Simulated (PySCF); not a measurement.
From one molecule to another.

First species: C₂H₈O₄Si₂.
SMILES: `O[Si]1(O[SiH3])OCCO1`

Second species: C₄H₈SSi₂.
Geometry (GFN2-xTB, Å), atoms numbered from 1 in this order:
```
atom  x, y, z in Å
Si1   -0.9675   -1.8089    0.1798
C2     0.3496   -0.4818   -0.0003
C3     1.7322   -0.7862   -0.1107
C4     2.5190    0.3101   -0.2325
S5     1.5969    1.7592   -0.2134
C6     0.1129    0.8676   -0.0388
Si7   -1.4948    1.8290    0.0267
H8    -1.5690   -1.7380    1.5149
H9    -0.3146   -3.1097    0.0086
H10   -1.9970   -1.6319   -0.8472
H11    2.1162   -1.7914   -0.1000
H12    3.5853    0.3646   -0.3327
H13   -1.2370    3.1046    0.6971
H14   -1.9580    2.0805   -1.3418
H15   -2.4784    1.0402    0.7684
```

Levels: CAM-B3LYP/def2-SVPD for HOMO energy, LUMO energy, HOMO–LUMO gap and static isotropic polarisability; TDDFT CAM-B3LYP/def2-SVPD for lowest singlet excitation; TDA CAM-B3LYP/def2-SVPD for lowest triplet excitation (Tamm–Dancoff). Geometries: GFN2-xTB. Each species is one conformer at its optimised geometry, gas phase, non-relativistic unless stated. Electronic properties by PySCF.

Task: Which of the two has the higher S1 energy, and by how much?

Result: The first: 7.13 eV against 5.36 eV, a difference of 1.77 eV.

Task: Which has the higher HOMO energy?

Result: The second: -8.27 eV against -9.42 eV, a difference of 1.15 eV.

Task: Which of the two has the higher HOMO–LUMO gap, and by how much?

Result: The first: 9.96 eV against 8.24 eV, a difference of 1.72 eV.

Task: Which has the higher LUMO energy?

Result: The first: 0.54 eV against -0.03 eV, a difference of 0.57 eV.

Task: Which has the higher static isotropic polarisability?

Result: The second: 115.9 au against 78.8 au, a difference of 37.1 au.

Task: Which has the higher T1 energy?

Result: The first: 6.95 eV against 3.59 eV, a difference of 3.36 eV.

On the first: No computed singlet falls in the visible range (750 to 380 nm, 1.65 to 3.26 eV); S1 lies 3.87 eV above its blue end. The polarisability is 11.67 Å³ as a volume (1 au = 0.148185 Å³), or 0.98 au for each of the 80 electrons.

On the second: The polarisability is 17.17 Å³ as a volume (1 au = 0.148185 Å³), or 1.52 au for each of the 76 electrons. No computed singlet falls in the visible range (750 to 380 nm, 1.65 to 3.26 eV); S1 lies 2.10 eV above its blue end.
